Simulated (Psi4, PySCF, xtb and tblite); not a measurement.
Conformational energy of SMILES [SiH3][CH2][GeH3] (CH8GeSi). Scanned: dihedral H4–Si1–C2–Ge3; all other coordinates were relaxed at GFN2-xTB. Heavy atoms are numbered in the order of the SMILES [SiH3][CH2][GeH3], hydrogens after them in the order of the atoms that carry them; the mirror image has the same energies with the sign of each dihedral reversed.

Levels of theory: PBE-D3(BJ)/def2-TZVP // GFN2-xTB (Psi4); RKS-B3LYP/6-31G* = PySCF 2.14.0 with restricted B3LYP/6-31G*, spherical d // GFN2-xTB; GFN2-xTB (xtb and tblite).

Energies in kJ/mol, each method relative to its own lowest point.

| φ / ° | PBE-D3(BJ)/def2-TZVP | RKS-B3LYP/6-31G* | GFN2-xTB |
|---|---|---|---|
| 0 | 4.76 | 4.78 | 4.48 |
| 10 | 4.42 | 4.45 | 4.17 |
| 20 | 3.48 | 3.51 | 3.33 |
| 30 | 2.28 | 2.29 | 2.21 |
| 40 | 1.13 | 1.12 | 1.11 |
| 50 | 0.31 | 0.31 | 0.30 |
| 60 | 0.00 | 0.00 | 0.00 |
| 70 | 0.34 | 0.30 | 0.27 |
| 80 | 1.19 | 1.13 | 1.06 |
| 90 | 2.35 | 2.30 | 2.16 |
| 100 | 3.53 | 3.51 | 3.30 |
| 110 | 4.42 | 4.44 | 4.16 |
